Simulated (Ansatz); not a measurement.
Zn₇S₇ was relaxed with r2SCAN-D4 (def2-SVP) in Ansatz in these states: charge -1 doublet, neutral singlet. The geometries follow in no particular order.

A:

Cartesian coordinates in Å:
```
Zn -1.5283 -1.2765 -1.4878
Zn 2.8510 -0.3894 1.8870
Zn 1.8442 -0.2965 -0.8156
Zn 0.6553 1.9545 0.6940
Zn -1.1992 1.5888 -1.3691
Zn 0.2071 -1.7608 1.0572
Zn -2.2206 -0.3346 0.8312
S 2.8591 1.4206 0.3239
S 0.1949 -0.1069 -2.4028
S -3.1862 0.3756 -1.1266
S 2.2957 -2.2375 0.3795
S -0.4036 0.2707 2.0674
S -1.7815 -2.6590 0.3346
S -0.5880 3.4510 -0.3729
```

B:

| atom | x (Å) | y (Å) | z (Å) |
| --- | --- | --- | --- |
| Zn1 | -2.352 | 0.103 | -0.851 |
| Zn2 | 2.579 | -0.686 | -0.669 |
| Zn3 | 1.064 | 1.357 | -1.284 |
| Zn4 | 1.423 | 0.642 | 1.711 |
| Zn5 | -1.257 | 1.332 | 1.570 |
| Zn6 | 0.138 | -1.520 | -1.632 |
| Zn7 | -1.367 | -1.725 | 0.726 |
| S8 | 2.949 | 1.393 | 0.155 |
| S9 | -1.048 | 1.983 | -0.783 |
| S10 | -2.966 | -0.237 | 1.389 |
| S11 | 1.704 | -0.414 | -2.786 |
| S12 | 0.970 | -1.700 | 0.781 |
| S13 | -2.005 | -2.095 | -1.555 |
| S14 | 0.167 | 1.567 | 3.226 |

Judge from the bond lengths which geometry belongs to which state (an estimate).

A is the charge -1 doublet (Zn2–S12 3.326 Å, Zn2–Zn6 3.092 Å, Zn2–Zn3 2.885 Å); B is the neutral singlet (Zn2–S12 2.392 Å, Zn2–Zn6 2.754 Å, Zn2–Zn3 2.617 Å).
